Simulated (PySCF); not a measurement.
Sr⁺ (strontium, charge +1): UHF calculation

Configuration: [Kr] 5s1, 2S determinant. All numbers are calculated (PySCF 2.14, scalar relativity by spin-free X2C-1e, in x2c-TZVPall).

| Property | Result |
| --- | --- |
| Total energy | -3177.145131 hartree |
| One-electron energy | -4388.2150 hartree |
| Hartree (Coulomb) energy | 1314.9663 hartree |
| Exchange energy | -103.8964 hartree |
| ⟨S²⟩ | 0.7504 |
| ⟨L²⟩ | 0.000 |
| Sum of ⟨r⟩ | 26.43 bohr |
| Sum of ⟨r²⟩ | 45.07 bohr² |
| Langevin diamagnetic susceptibility | -35.7 ×10⁻⁶ cm³/mol |
| Time after the integrals | 0.28 s of wall time on 1 thread of Neoverse-V1 (shared host) |

| shell | electrons | mean orbital energy (eV) | rms radius, mean of both spins (bohr) |
| --- | --- | --- | --- |
| 1s α | 1 | -16203.4 | 0.0451 |
| 1s β | 1 | -16203.3 | 0.0451 |
| 2s α | 1 | -2267.5 | 0.187 |
| 2s β | 1 | -2267.5 | 0.187 |
| 2p α | 3 | -2010.2 | 0.166 |
| 2p β | 3 | -2010.2 | 0.166 |
| 3s α | 1 | -385.81 | 0.523 |
| 3s β | 1 | -385.71 | 0.523 |
| 3p α | 3 | -300.09 | 0.535 |
| 3p β | 3 | -300.05 | 0.535 |
| 3d α | 5 | -158.13 | 0.547 |
| 3d β | 5 | -158.11 | 0.547 |
| 4s α | 1 | -59.157 | 1.45 |
| 4s β | 1 | -58.890 | 1.45 |
| 4p α | 3 | -35.886 | 1.68 |
| 4p β | 3 | -35.769 | 1.68 |
| 5s α | 1 | -10.479 | 4.29 |

Densities and radii are taken from the X2C orbitals without a picture-change correction, which distorts them close to the nucleus.
